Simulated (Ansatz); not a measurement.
Isolated molecules relaxed with PBE0-D4/def2-TZVP in Ansatz; ΔE leaves out vibrations. CCSD(T)/CBS is the MP2 limit (def2-TZVPP, def2-QZVPP) plus CCSD(T) − MP2 in def2-TZVPP, frozen cores. Functionals use def2-TZVPP. For Ge outer-core shells are correlated without core-valence functions, which leaves a few kJ/mol of doubt a bond. Scalar relativity is left out up to krypton. Each species was taken in one conformer, which may not be the lowest.

Reaction (cleavage of the Si–Ge bond): `[SiH3][SiH2][GeH3]` + `OCF` → `FCO[SiH2][SiH3]` + GeH₄

`[SiH3][SiH2][GeH3]`:

Cartesian coordinates in Å:
```
Si -0.212 -1.953 0.134
Si 0.783 0.110 0.594
Ge -0.354 1.854 -0.560
H 0.482 -3.060 0.845
H -0.162 -2.219 -1.329
H -1.637 -1.929 0.562
H 2.211 0.089 0.170
H 0.738 0.378 2.058
H -1.829 1.902 -0.126
H -0.306 1.605 -2.077
H 0.284 3.223 -0.270
```

`OCF`:

```xyz
6

O     0.515    0.718   -0.624
C    -0.278   -0.032    0.202
F     0.462   -0.602    1.220
H     1.081    0.133   -1.137
H    -0.775   -0.860   -0.317
H    -1.005    0.643    0.657
```

`FCO[SiH2][SiH3]`:

```xyz
12

F     1.389    1.875    0.554
C     0.096    1.906    0.076
O    -0.715    1.104    0.830
Si   -0.496   -0.537    1.020
Si    0.182   -1.569   -0.979
H    -0.260    2.936    0.150
H     0.143    1.577   -0.971
H     0.500   -0.813    2.089
H    -1.818   -1.048    1.456
H     1.526   -1.096   -1.407
H    -0.789   -1.298   -2.074
H     0.242   -3.037   -0.744
```

GeH₄:

Cartesian coordinates in Å:
```
Ge 0.000 0.000 0.000
H 0.379 -1.281 -0.755
H 1.215 0.508 0.786
H -1.149 -0.300 0.972
H -0.445 1.072 -1.003
```

```tsv
species	ωB97X-V energy (Eh)
`[SiH3][SiH2][GeH3]`	-2660.52417
`OCF`	-214.99462
`FCO[SiH2][SiH3]`	-796.34177
GeH₄	-2079.19736
```

Work out ΔE.

ΔE = (-796.34177) + (-2079.19736) − (-2660.52417) − (-214.99462) = -0.02034 Eh = -53.4 kJ/mol. CCSD(T)/CBS gives -49.3 kJ/mol.

Largest T1 diagnostic among the species: 0.013.

From PBE to PBE0 (25 % exact exchange), in def2-TZVPP and without D4, ΔE moves by −3.8 kJ/mol. In def2-TZVPP, CCSD(T) changes the Hartree–Fock value by +19.3 kJ/mol (the triples alone add +2.0 kJ/mol) and MP2 by +16.8 kJ/mol.
